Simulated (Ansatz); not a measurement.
GeHO, SMILES [OH+]=[Ge] (connectivity only; charge and spin as stated), charge +1, multiplicity 1.

Geometry optimised at PBE0-D3(BJ)/def2-TZVP. The isomer is the one that the SMILES or the coordinates give; other isomers of the formula were not compared.

Two levels are set side by side: PBE/def2-TZVPD (Ansatz, a program for electronic structure) and ωB97X-V/def2-TZVPD (Ansatz). Energy differences of separate SCF runs at the same geometry; the states with an electron removed or added have multiplicity 2 and 2. Differences are taken from unrounded values.

| quantity | ωB97X-V |
|---|---|
| vertical ionisation energy (eV) | 19.76 |
| vertical electron affinity (eV) | 6.31 |
| vertical singlet–triplet gap (eV) | 5.51 |

Q: What does PBE give, and how far is it from ωB97X-V? (Estimate from the structure and the level; the computed values follow.)

A: 
| quantity | PBE | PBE minus ωB97X-V |
|---|---|---|
| vertical ionisation energy (eV) | 19.79 | 0.03 |
| vertical electron affinity (eV) | 6.30 | -0.01 |
| vertical singlet–triplet gap (eV) | 5.50 | -0.01 |

Here PBE gives about what the other level gives.
